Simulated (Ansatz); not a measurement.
`FC(F)(F)[SiH2]` radical, relaxed with UKS PBE0-D4/def2-TZVP in Ansatz 0.2.0 from a PBE-D4/def2-SVP geometry. The force threshold is 0.005 eV/Å; the program also tests the step.

Total charge 0; spin multiplicity 2.

Start:

```xyz
7

F    -1.214   -0.119   -1.405
C    -0.223   -0.500   -0.561
F     0.740   -1.102   -1.303
F    -0.743   -1.445    0.269
Si    0.487    1.011    0.443
H    -0.636    1.642    1.219
H     1.588    0.514    1.338
```

| step | energy (eV) | largest force (eV/Å) | largest move (Å) |
| --- | --- | --- | --- |
| 1 | -17088.3486 | 0.640 | 0.000 |
| 2 | -17088.3706 | 0.289 | 0.021 |
| 3 | -17088.3734 | 0.014 | 0.008 |
| 4 | -17088.3734 | 0.005 | 0.001 |
| 5 | -17088.3734 | 0.002 | 0.001 |

End:

```xyz
7

F    -1.200   -0.121   -1.390
C    -0.220   -0.493   -0.551
F     0.728   -1.094   -1.289
F    -0.738   -1.436    0.259
Si    0.487    1.011    0.445
H    -0.631    1.624    1.204
H     1.574    0.509    1.322
```

Hardware: 4 threads of an Intel Xeon Platinum 8488C on a shared host. Wall time 12 s, peak host memory 0.49 GiB.
